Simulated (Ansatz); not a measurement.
All values below come from PBE0-D3(BJ)/def2-TZVP (Ansatz, a quantum-chemistry and plane-wave program). No frequencies were computed at this level.

Ansatz 0.2 input:
```yaml
crystal:
  periodic: [false, false, false]
  atoms:
    - { symbol: C, position_ang: [2.419533, 1.000739, -0.004564] }
    - { symbol: C, position_ang: [1.568817, 0.157573, 0.073414] }
    - { symbol: C, position_ang: [0.602466, -0.866372, 0.162268] }
    - { symbol: C, position_ang: [-0.679732, -0.607252, 0.312029] }
    - { symbol: C, position_ang: [-1.830923, 0.239967, 0.459257] }
    - { symbol: O, position_ang: [-1.880127, -1.194889, 0.435686] }
    - { symbol: H, position_ang: [3.16084, 1.739156, -0.073085] }
    - { symbol: H, position_ang: [0.953748, -1.886972, 0.102661] }
    - { symbol: H, position_ang: [-2.054251, 0.690485, 1.418566] }
    - { symbol: H, position_ang: [-2.260364, 0.727571, -0.407333] }
basis:
  gaussian: { orbitals: def2-tzvp }
hamiltonian:
  xc: pbe0
  dispersion: d3bj
relax:
  max_steps: 150
```

Output:

```
Functional definition: PBE0
1227 factors; their error is unknown
mean field evaluation 1: about -7280.3045 eV, gradient 5.4e1 eV
mean field evaluation 2: about -7281.0365 eV, gradient 5.0e1 eV
mean field evaluation 4: about -7287.1097 eV, gradient 4.8e0 eV
mean field evaluation 8: about -7287.1570 eV, gradient 1.4e-1 eV
mean field evaluation 16: about -7287.1634 eV, gradient 6.6e-4 eV
mean field -7287.16335635 eV, -267.7983139292 hartree, gradient 4.0e-5 eV, S^2 0.000000; 0 other end points of the search recorded, 0 dependent functions left out
reference -7287.16338644 eV, -267.7983150349 hartree; 21, 21 occupied and 189, 189 virtual orbitals, 1227 factors
relax step   1: F+E_penalty+E_count = -7287.32681630 eV  Δ(F+E_penalty+E_count) = +0.000e0 eV  max|allowed force component| = 1.008e0 eV/Å  Δτ_max = 0.0000 Å  (31 SCF iters, accepted)
these checks for a lower state are left out or cut short: starts, cluster_reference, orbital_swaps, neighbouring_geometries, increment
1227 factors; their error is unknown
mean field -7287.18827759 eV, -267.7992297680 hartree, gradient 2.4e-5 eV, S^2 0.000000; 0 other end points of the search recorded, 0 dependent functions left out
reference -7287.18830770 eV, -267.7992308743 hartree; 21, 21 occupied and 189, 189 virtual orbitals, 1227 factors
relax step   2: F+E_penalty+E_count = -7287.35157191 eV  Δ(F+E_penalty+E_count) = -2.476e-2 eV  max|allowed force component| = 5.797e-1 eV/Å  Δτ_max = 0.0167 Å  (35 SCF iters, accepted)
these checks for a lower state are left out or cut short: starts, cluster_reference, orbital_swaps, neighbouring_geometries, increment
1227 factors; their error is unknown
mean field evaluation 32: about -7287.2010 eV, gradient 9.4e-3 eV
mean field -7287.20099688 eV, -267.7996971931 hartree, gradient 2.7e-5 eV, S^2 0.000000; 0 other end points of the search recorded, 0 dependent functions left out
reference -7287.20102697 eV, -267.7996982988 hartree; 21, 21 occupied and 189, 189 virtual orbitals, 1227 factors
relax step   3: F+E_penalty+E_count = -7287.36425197 eV  Δ(F+E_penalty+E_count) = -1.268e-2 eV  max|allowed force component| = 1.231e-1 eV/Å  Δτ_max = 0.0243 Å  (34 SCF iters, accepted)
these checks for a lower state are left out or cut short: starts, cluster_reference, orbital_swaps, neighbouring_geometries, increment
1227 factors; their error is unknown
mean field -7287.20159139 eV, -267.7997190409 hartree, gradient 2.4e-5 eV, S^2 0.000000; 0 other end points of the search recorded, 0 dependent functions left out
reference -7287.20162149 eV, -267.7997201472 hartree; 21, 21 occupied and 189, 189 virtual orbitals, 1227 factors
relax step   4: F+E_penalty+E_count = -7287.36472738 eV  Δ(F+E_penalty+E_count) = -4.754e-4 eV  max|allowed force component| = 9.668e-2 eV/Å  Δτ_max = 0.0072 Å  (35 SCF iters, accepted)
these checks for a lower state are left out or cut short: starts, cluster_reference, orbital_swaps, neighbouring_geometries, increment
1227 factors; their error is unknown
mean field -7287.20184997 eV, -267.7997285436 hartree, gradient 2.5e-5 eV, S^2 0.000000; 0 other end points of the search recorded, 0 dependent functions left out
reference -7287.20188008 eV, -267.7997296503 hartree; 21, 21 occupied and 189, 189 virtual orbitals, 1227 factors
relax step   5: F+E_penalty+E_count = -7287.36493578 eV  Δ(F+E_penalty+E_count) = -2.084e-4 eV  max|allowed force component| = 3.148e-2 eV/Å  Δτ_max = 0.0038 Å  (35 SCF iters, accepted)
these checks for a lower state are left out or cut short: starts, cluster_reference, orbital_swaps, neighbouring_geometries, increment
1227 factors; their error is unknown
mean field -7287.20196792 eV, -267.7997328780 hartree, gradient 2.4e-5 eV, S^2 0.000000; 0 other end points of the search recorded, 0 dependent functions left out
reference -7287.20199804 eV, -267.7997339852 hartree; 21, 21 occupied and 189, 189 virtual orbitals, 1227 factors
relax step   6: F+E_penalty+E_count = -7287.36499125 eV  Δ(F+E_penalty+E_count) = -5.547e-5 eV  max|allowed force component| = 1.687e-2 eV/Å  Δτ_max = 0.0042 Å  (35 SCF iters, accepted)
these checks for a lower state are left out or cut short: starts, cluster_reference, orbital_swaps, neighbouring_geometries, increment
1227 factors; their error is unknown
mean field -7287.20200765 eV, -267.7997343381 hartree, gradient 2.4e-5 eV, S^2 0.000000; 0 other end points of the search recorded, 0 dependent functions left out
reference -7287.20203778 eV, -267.7997354455 hartree; 21, 21 occupied and 189, 189 virtual orbitals, 1227 factors
relax step   7: F+E_penalty+E_count = -7287.36500254 eV  Δ(F+E_penalty+E_count) = -1.128e-5 eV  max|allowed force component| = 5.226e-3 eV/Å  Δτ_max = 0.0018 Å  (35 SCF iters, accepted)
1227 factors; their error is unknown
mean field evaluation 64: about -7287.1974 eV, gradient 3.4e-4 eV
mean field -7287.20200765 eV, -267.7997343381 hartree, gradient 2.4e-5 eV, S^2 0.000000; 1 other end points of the search recorded, 0 dependent functions left out
reference -7287.20203778 eV, -267.7997354455 hartree; 21, 21 occupied and 189, 189 virtual orbitals, 1227 factors
Total energy: -7287.36503267 eV, -267.8057253973 hartree
Atom 0 at     2.443317     0.999210    -0.007336 Å, force     0.001294     0.002612    -0.000642 eV/Å
Atom 1 at     1.583683     0.160789     0.072327 Å, force    -0.002729    -0.000081    -0.000222 eV/Å
Atom 2 at     0.602301    -0.851512     0.162230 Å, force     0.000849    -0.005226     0.003964 eV/Å
Atom 3 at    -0.684781    -0.575808     0.313200 Å, force    -0.004006     0.005046     0.001033 eV/Å
Atom 4 at    -1.837406     0.248516     0.460158 Å, force     0.005160    -0.003230    -0.001662 eV/Å
Atom 5 at    -1.847120    -1.223338     0.431437 Å, force    -0.001021    -0.000908    -0.000284 eV/Å
Atom 6 at     3.199619     1.743949    -0.077529 Å, force     0.001520     0.000025     0.000083 eV/Å
Atom 7 at     0.909688    -1.890815     0.107599 Å, force     0.000204     0.000892    -0.002348 eV/Å
Atom 8 at    -2.080966     0.675803     1.427535 Å, force     0.000224     0.000726     0.000766 eV/Å
Atom 9 at    -2.288327     0.713212    -0.410723 Å, force    -0.001497     0.000145    -0.000687 eV/Å
Dipole moment:    -0.191106     0.261764     0.027067 e Å
```

Cost: about 50 core-seconds (a rough figure).
